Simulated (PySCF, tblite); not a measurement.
A database entry of computed molecular properties. Lists by class give the value and the number of equivalent atoms.

```json
{
 "formula": "C7H7Cl3",
 "smiles": "C=C/C=C\\C=C/C(Cl)(Cl)Cl",
 "charge": 0,
 "multiplicity": 1,
 "geometry_level": "GFN2-xTB",
 "atoms_angstrom": [
  ["C", 3.552, -0.462, -0.623],
  ["C", 2.322, -0.365, -0.121],
  ["C", 1.187, 0.014, -0.92],
  ["C", -0.093, 0.142, -0.514],
  ["C", -0.568, -0.082, 0.821],
  ["C", -1.832, 0.035, 1.253],
  ["C", -3.003, 0.423, 0.428],
  ["Cl", -3.276, -0.729, -0.918],
  ["Cl", -4.482, 0.448, 1.414],
  ["Cl", -2.802, 2.058, -0.281],
  ["H", 3.753, -0.261, -1.662],
  ["H", 4.395, -0.746, -0.018],
  ["H", 2.158, -0.576, 0.926],
  ["H", 1.409, 0.214, -1.961],
  ["H", -0.828, 0.436, -1.248],
  ["H", 0.165, -0.376, 1.558],
  ["H", -2.064, -0.162, 2.289]
 ],
 "electronic_structure_code": "PySCF",
 "results": {
  "GFN2-xTB geometry": {
   "point_group": "Cs",
   "rotational_constants_GHz": [1.779, 0.368, 0.366]
  },
  "PBE0/pcSseg-1 ground state and GIAO shieldings, non-relativistic": {
   "dipole_D": 3.07,
   "homo_eV": -6.76,
   "lumo_eV": -2.25,
   "shift_vs_computed_TMS_C_by_class_ppm": [
    [144.3, 1],
    [141.9, 1],
    [138.3, 1],
    [136.9, 1],
    [132.1, 1],
    [132.1, 1],
    [117.1, 1]
   ],
   "shift_vs_computed_TMS_H_by_class_ppm": [
    [7.39, 1],
    [7.19, 1],
    [6.88, 1],
    [6.58, 1],
    [6.48, 1],
    [5.84, 1],
    [5.82, 1]
   ],
   "shielding_other_nuclei_by_class_ppm": [
    ["Cl", 410.9, 3]
   ],
   "charges_hirshfeld_e_by_atom": [-0.08, -0.04, -0.03, -0.06, -0.03, -0.08, 0.1, -0.04, -0.03, -0.04, 0.05, 0.05, 0.05, 0.05, 0.02, 0.06, 0.04]
  },
  "GFN2-xTB harmonic vibrations, gas phase": {
   "strongest_ir_bands_cm-1_km_per_mol_modes": [
    [544.7, 18.8, 1],
    [785.3, 33.0, 1],
    [1599.5, 116.3, 1],
    [1617.6, 18.4, 1],
    [3105.4, 43.2, 1],
    [3136.1, 38.6, 1]
   ],
   "zpe_kcal_per_mol": 72.0
  }
 }
}
```

With B = h/(8π²I), that is 505.379 GHz u Å² over I, the principal moments of inertia are 284.1, 1372.0 and 1381.5 u Å² (most abundant isotopes). A dipole of 3.07 D is allowed in Cs, and pure rotational transitions are dipole-allowed. The zero-point energy, half the sum of the 45 harmonic wavenumbers, equals 25200 cm⁻¹ or 301 kJ/mol. The dipole equals about 10.2 × 10⁻³⁰ C·m (1 D = 3.33564 × 10⁻³⁰ C·m). The rotational constants make it an asymmetric top with κ = (2B − A − C)/(A − C) = -1.00, nearer the prolate limit (−1).

The shieldings hold no spin–orbit term; for a carbon that bears several chlorines this term is known to matter. NMR classes are plain means over equivalent atoms (diastereotopic ones count apart unless rotation or inversion swaps them), as if these changed places fast; in this geometry the members of some classes differ.

For the vibration job (GFN2-xTB), hardware: Arm Neoverse V2, one thread (shared host). Cost: 0.77 s wall.

The values belong to the conformer `[CH2:1]=[CH:2]/[CH:3]=[CH:4]\[CH:5]=[CH:6]/[C:7]([Cl:8])([Cl:9])[Cl:10]`: C1–C2–C3–C4 180°, C3–C4–C5–C6 180°, C5–C6–C7–Cl8 60°.
